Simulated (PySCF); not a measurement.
F₃Hf, charge +1, multiplicity 1. Atoms are numbered in the order given.

```xyz
4

Hf     0.0000     0.0000     0.1740
F      1.4950    -0.8631    -0.4641
F     -1.4950    -0.8631    -0.4641
F      0.0000     1.7263    -0.4641
```
Charge +1, spin multiplicity 1.

Geometry optimised at PBE0-D3(BJ)/def2-TZVP. The spin state was assumed, not searched. The isomer is the one that the SMILES or the coordinates give; other isomers of the formula were not compared. The def2 effective core potentials stand for the cores of Hf; spin–orbit coupling is left out.

Computed with CAM-B3LYP/def2-TZVPD (PySCF).

Mulliken values depend strongly on the basis, most of all with diffuse functions as here. ESP charges are fitted to the potential on shells at 1.4 to 2.0 van der Waals radii. Atomic charges (e):

| atom | Mulliken | ESP fit |
|---|---|---|
| Hf1 | 2.07 | … |
| F2 | -0.36 | … |
| F3 | -0.36 | … |
| F4 | -0.36 | … |

Q: What belongs in the gaps? (The exact figures need the calculation; the answer reports its results.)

A: 
- Hf1, ESP fit: 2.28
- F2, ESP fit: -0.43
- F3, ESP fit: -0.43
- F4, ESP fit: -0.43
